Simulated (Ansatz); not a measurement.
Z-matrix (Å, degrees):
```
Si
N 1 1.754
H 1 1.485 2 105.5
H 1 1.482 2 111.2 3 118.8
H 1 1.482 2 111.2 3 -118.8
B 2 1.396 1 126.9 3 -179.9
H 2 1.009 1 116.2 3 0.1
Cl 6 1.798 2 117.3 1 -0.1
B 6 1.669 2 133.4 1 179.9
H 9 1.198 6 121.5 2 -92.8
H 9 1.198 6 121.5 2 92.7
```

Charge 0, multiplicity 1.

Q: List the PBE/def2-TZVPP orbital energies in eV (Ansatz). (An estimate is asked.)

A: Computed: Occupied: -2738.99, -1780.06, -380.80, -249.56, -190.25, -190.10, -190.09, -177.80, -177.14, -137.78, -94.54, -94.50, -94.48, -21.94, -20.48, -13.92, -13.30, -12.50, -10.38, -10.33, -9.43, -8.59, -8.57, -8.18, -7.94, -7.12, -6.89. Lowest empty: -2.93, -1.15, -0.58, 0.43, 0.57, 0.92, 1.21, 1.59.
